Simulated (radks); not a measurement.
Question: Species: Cd9+. Configuration: [Ar] 3d10 4s2 4p5 4d3 5p1 (not the ground configuration). Method: Dirac Kohn-Sham, PBEsol, spin-unpolarised, spherical densities, point nucleus; open shells are shared between the two j in proportion to 2j + 1; computed with a radial shooting solver on a logarithmic mesh with Libxc functionals. Some entries of the table are withheld. Estimate them.

| orbital | occ. | eigenvalue (hartree) | <r^2> (bohr^2) |
|---|---|---|---|
| 1s1/2 | 2 | (1) | 0.001251 |
| 2s1/2 | 2 | -151.4833 | 0.02038 |
| 2p1/2 | 2 | -141.5287 | 0.01520 |
| 2p3/2 | 4 | -134.4605 | 0.01652 |
| 3s1/2 | 2 | -33.69939 | 0.1462 |
| 3p1/2 | 2 | (2) | 0.1412 |
| 3p3/2 | 4 | (3) | 0.1499 |
| 3d3/2 | 4 | (4) | 0.1302 |
| 3d5/2 | 6 | (5) | 0.1328 |
| 4s1/2 | 2 | -10.08312 | 0.7784 |
| 4p1/2 | 1.66667 | (6) | 0.8482 |
| 4p3/2 | 3.33333 | (7) | 0.8905 |
| 4d3/2 | 1.2 | -6.23635 | 1.086 |
| 4d5/2 | 1.8 | -6.19217 | 1.101 |
| 5s1/2 | 0 | -4.36809 | 3.140 |
| 5p1/2 | 0.333333 | -3.88461 | 3.561 |
| 4f5/2 | 0 | -3.82678 | 1.614 |
| 4f7/2 | 0 | -3.82261 | 1.619 |
| 5p3/2 | 0.666667 | -3.81063 | 3.695 |
| 5d3/2 | 0 | -3.03688 | 4.792 |
| 5d5/2 | 0 | -3.02383 | 4.836 |
| 6p1/2 | 0 | -2.23177 | 10.23 |
| 6p3/2 | 0 | -2.19923 | 10.52 |

Answer: 
(1) 1s1/2 eigenvalue (hartree): -980.6200
(2) 3p1/2 eigenvalue (hartree): -29.71438
(3) 3p3/2 eigenvalue (hartree): -28.44359
(4) 3d3/2 eigenvalue (hartree): -21.40232
(5) 3d5/2 eigenvalue (hartree): -21.14278
(6) 4p1/2 eigenvalue (hartree): -8.72091
(7) 4p3/2 eigenvalue (hartree): -8.46069
